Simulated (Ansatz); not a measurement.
```xyz
16

C    -0.8423   -0.8423   -0.8423
C    -0.8423   -0.8423    0.8423
C    -0.8423    0.8423   -0.8423
C    -0.8423    0.8423    0.8423
C     0.8423   -0.8423   -0.8423
C     0.8423   -0.8423    0.8423
C     0.8423    0.8423   -0.8423
C     0.8423    0.8423    0.8423
H    -1.5270   -1.5270   -1.5270
H    -1.5270   -1.5270    1.5270
H    -1.5270    1.5270   -1.5270
H    -1.5270    1.5270    1.5270
H     1.5270   -1.5270   -1.5270
H     1.5270   -1.5270    1.5270
H     1.5270    1.5270   -1.5270
H     1.5270    1.5270    1.5270
```

RHF on singlet C8H8 was run in several spherical basis sets with Ansatz (development build ahead of 0.2.0). Caution for RHF: no unrestricted run beside it, a lower state can exist.

Q: Rank the basis sets by the total energy that they give, lowest first, with the distance from the lowest.
A. 6-31G(d)
B. cc-pVDZ
C. def2-SVP

A: B (0.00 eV), A (0.93 eV), C (6.87 eV).

Totals follow the description of the cores as much as that of the bonds, so this order isn't one of quality for chemistry.
